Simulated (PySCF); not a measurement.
Two-component Hartree-Fock for Cl (chlorine, neutral)

Start: [Ne] 3s1 3p6; 3s1/2 filled at m_j = +1/2. Calculated with PySCF 2.14 in x2c-TZVPall-2c with one added diffuse shell each of s, p type (6s7p2d1f, 44 functions): generalised Hartree-Fock with the X2C-1e Hamiltonian and a Gaussian nucleus; one run each with spin-orbit coupling (SO) switched off, then screened by Boettger's factors. This is a chosen level, not necessarily the ground level.

```tsv
spinor shell	electrons	ε, spin-free (eV)	ε, screened SO (eV)	weight of nominal j (screened SO)	rms radius, screened SO (bohr)
1s1/2	2	-2866.3	-2866.3	1.000	0.105
2s1/2	2	-292.21	-292.21	1.000	0.479
2p1/2	2	-221.87	-223.14	0.962	0.449
2p3/2	4	-221.87	-221.24	0.981	0.451
3s1/2	1	-32.724	-32.724	1.000	1.63
3p1/2	2	-13.747	-13.798	0.666	2.02
3p3/2	4	-13.747	-13.721	0.833	2.03
```

```csv
quantity,spin-free,screened SO
E (hartree),-460.31606,-460.31710
M_J,1/2,1/2
⟨J²⟩,0.780,0.780
⟨L²⟩,0.000,0.000
⟨S²⟩,0.780,0.780
```

Each row is a mean over spinors that exchange with the open shell spreads, by up to 3.915 eV (3p3/2).

Rows whose weight is well below 1 are mixtures of j = l ± 1/2: exchange outweighs spin-orbit coupling there, and the label is only the starting occupation.

Without spin-orbit coupling the j labels of p, d and f shells carry no meaning; the spin-free column gives the mean over the occupied spinors of each nl shell.
